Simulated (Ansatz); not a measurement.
Total energies of C₂H₆Al₂ (`C[CH]1[AlH][AlH]1`).

```xyz
10

C     0.910   -1.020    0.496
C    -0.137   -0.073   -0.045
Al   -0.482    0.947   -1.679
Al   -1.236    1.443    0.579
H     1.872   -0.508    0.569
H     0.671   -1.390    1.498
H     1.065   -1.891   -0.149
H    -1.156   -0.574   -0.141
H     0.164    1.052   -3.134
H    -1.671    2.013    2.006
```

The species carries charge 0 and has multiplicity 1. The structure was optimised at the PBE0-D4/def2-TZVP level. Basis def2-TZVPP, the Gaussian-basis code of Ansatz.

RPA on PBE orbitals: Hartree–Fock energy of these orbitals -562.97442 Eh, correlation -0.90341 Eh (frozen core).

```json
{"functional": "r2SCAN", "energy without D4 (Eh)": "-564.54183", "D4 term (kJ/mol)": "-4.4"}
{"functional": "r2SCAN0", "energy without D4 (Eh)": "-564.52477", "D4 term (kJ/mol)": "-5.3"}
```

Question: Give the same for LDA (SPW92), PBE, revPBE, BLYP, B97M-V, PBE0, B3LYP, r2SCANh, HSE06 (plane-wave form), BHLYP, CAM-B3LYP, LC-ωPBE, ωB97X-V, ωB97M-V, B2PLYP, PBE-QIDH. (Best estimate.)

Answer: Ansatz gave: 
```json
{"functional": "LDA (SPW92)", "energy without D4 (Eh)": "-561.78173", "D4 term (kJ/mol)": "–"}
{"functional": "PBE", "energy without D4 (Eh)": "-564.26127", "D4 term (kJ/mol)": "-18.6"}
{"functional": "revPBE", "energy without D4 (Eh)": "-564.52227", "D4 term (kJ/mol)": "-52.6"}
{"functional": "BLYP", "energy without D4 (Eh)": "-564.60614", "D4 term (kJ/mol)": "-40.1"}
{"functional": "B97M-V", "energy without D4 (Eh)": "-564.54272", "D4 term (kJ/mol)": "–"}
{"functional": "PBE0", "energy without D4 (Eh)": "-564.31986", "D4 term (kJ/mol)": "-15.8"}
{"functional": "B3LYP", "energy without D4 (Eh)": "-564.69842", "D4 term (kJ/mol)": "-30.2"}
{"functional": "r2SCANh", "energy without D4 (Eh)": "-564.53465", "D4 term (kJ/mol)": "-4.8"}
{"functional": "HSE06 (plane-wave form)", "energy without D4 (Eh)": "-564.30267", "D4 term (kJ/mol)": "-14.9"}
{"functional": "BHLYP", "energy without D4 (Eh)": "-564.59351", "D4 term (kJ/mol)": "-25.3"}
{"functional": "CAM-B3LYP", "energy without D4 (Eh)": "-564.60250", "D4 term (kJ/mol)": "-16.3"}
{"functional": "LC-ωPBE", "energy without D4 (Eh)": "-564.42268", "D4 term (kJ/mol)": "–"}
{"functional": "ωB97X-V", "energy without D4 (Eh)": "-564.54147", "D4 term (kJ/mol)": "–"}
{"functional": "ωB97M-V", "energy without D4 (Eh)": "-564.56126", "D4 term (kJ/mol)": "–"}
{"functional": "B2PLYP", "energy without D4 (Eh)": "-564.33283", "D4 term (kJ/mol)": "–"}
{"functional": "PBE-QIDH", "energy without D4 (Eh)": "-564.12732", "D4 term (kJ/mol)": "–"}
```

B3LYP takes the VWN-RPA correlation (the form of Gaussian; ORCA's B3LYP/G). HSE06 is the plane-wave form, built on full-range PBE exchange. The double hybrids freeze the cores in their second-order part.

LC-ωPBE has ω = 0.4 bohr⁻¹.
